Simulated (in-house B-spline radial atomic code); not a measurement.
Radial electron density of W-, [Xe] 4f14 5d5 6s2. Computed with a radial B-spline atomic code at the basis-set limit: scalar-relativistic (X2C) wB97X, spin-polarised, spherical fractional occupations, exact exchange averaged over the configuration, Fermi nucleus of rms radius 5.3658 fm.

One-electron X2C: radii and densities carry no picture-change correction, so inner-shell <1/r> comes out high (for 1s by about 2 % at Z = 33, 5 % at 54, 10 % at 75, 30 % at 118) and <r> low.

Columns: r (bohr), 4πr²n(r) (electrons per bohr), bar.

```
0.000341    2.846 #
0.000429    3.931 #
0.000541    5.427 ##
0.000682    7.456 ##
0.000859    10.18 ###
 0.00108    13.78 ####
 0.00137    18.72 ######
 0.00172    24.84 ########
 0.00217    32.75 ###########
 0.00273    42.36 ##############
 0.00344    53.79 #################
 0.00434    66.65 ######################
 0.00547    79.88 ##########################
  0.0069    92.02 ##############################
 0.00869    100.9 #################################
   0.011    104.5 ##################################
  0.0138      102 #################################
  0.0174    95.23 ###############################
  0.0219    89.37 #############################
  0.0276    91.47 ##############################
  0.0348    105.4 ##################################
  0.0439    125.4 #########################################
  0.0553    136.2 ############################################
  0.0697    127.2 #########################################
  0.0879    108.7 ###################################
   0.111    105.8 ##################################
    0.14    120.6 #######################################
   0.176    120.1 #######################################
   0.222    89.05 #############################
    0.28    64.19 #####################
   0.352       70 #######################
   0.444    75.17 ########################
    0.56    56.27 ##################
   0.705    32.61 ###########
   0.889    20.34 #######
    1.12     14.7 #####
    1.41    9.548 ###
    1.78    5.277 ##
    2.24    2.937 #
    2.83    1.759 #
    3.56    1.046 
    4.49   0.5602 
    5.66   0.2613 
    7.13  0.09696 
    8.99  0.02439 
    11.3 0.004204 
    14.3 0.0004866
```

On this grid the curve has 4 maxima, near 0.011, 0.0553, 0.14, 0.444 bohr.

The 6s up radial function P(r) = rR(r), positive near the nucleus:

| r (bohr) | P |
| --- | --- |
| 0.00027 | 0.009495 |
| 0.000429 | 0.01316 |
| 0.000682 | 0.0181 |
| 0.00108 | 0.02453 |
| 0.00172 | 0.03273 |
| 0.00273 | 0.04224 |
| 0.00434 | 0.05163 |
| 0.0069 | 0.05701 |
| 0.011 | 0.05081 |
| 0.0174 | 0.02349 |
| 0.0348 | -0.05689 |
| 0.0553 | -0.07898 |
| 0.0879 | 0.002363 |
| 0.14 | 0.1129 |
| 0.222 | 0.007698 |
| 0.352 | -0.1664 |
| 0.56 | 0.05967 |
| 0.889 | 0.2651 |
| 1.41 | -0.09278 |
| 2.24 | -0.5233 |
| 3.56 | -0.5198 |
| 5.66 | -0.2785 |
| 8.99 | -0.07763 |
| 14.3 | -0.007475 |
